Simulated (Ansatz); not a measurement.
Reaction: SiNH4F (SMILES N[SiH2]F) → SiNH3F (SMILES [NH][SiH2]F, doublet) + H (doublet) (the H-N bond breaks)
Each species at its own B3LYP-D3(BJ)/def2-TZVP minimum (Ansatz, an electronic-structure program), one conformer.

Total energies in hartree (Ansatz). Open shells are spin-unrestricted; no spin-orbit coupling. Cores are frozen in correlated methods. No relativity. For partners of very few electrons the exact lower level stands in for a higher one.

```tsv
species	HF/cc-pV(T+d)Z	CCSD(T)/cc-pV(T+d)Z	HF/cc-pV(Q+d)Z	CCSD(T)/cc-pV(Q+d)Z	CCSD(T)/cc-pV(D+d)Z	CCSDT(Q)/cc-pV(D+d)Z
1: SiNH4F (SMILES N[SiH2]F)	-445.33077	-445.96717	-445.34957	-446.03289	-445.75003	-445.75168
2: SiNH3F (SMILES [NH][SiH2]F, doublet)	-444.68796	-445.27824	-444.70621	-445.34148	-445.07110	-445.07288
3: H (doublet)	-0.49981	-0.49981	-0.49995	-0.49995	-0.49928	-0.49928
```

Problem. Work out the bond dissociation energy (electronic) in kcal/mol: take Hartree-Fock from cc-pV(Q+d)Z, extrapolate the CCSD(T) correlation energy as X^-3 (X = 3, 4), and add CCSDT(Q) - CCSD(T) in cc-pV(D+d)Z. 1 hartree = 627.51 kcal/mol.

Solution. 
Species 1: correlation (64·(-0.68332) - 27·(-0.63640))/37 = -0.71756; step -0.00165; E1 = -445.34957 + (-0.71756) + (-0.00165) = -446.06878
Species 2: correlation (64·(-0.63527) - 27·(-0.59028))/37 = -0.66810; step -0.00178; E2 = -444.70621 + (-0.66810) + (-0.00178) = -445.37609
Species 3: correlation (64·(0.00000) - 27·(0.00000))/37 = 0.00000; step +0.00000; E3 = -0.49995 + (0.00000) + (+0.00000) = -0.49995
-1·E1 +1·E2 +1·E3 = 0.19274 hartree = 120.9 kcal/mol.
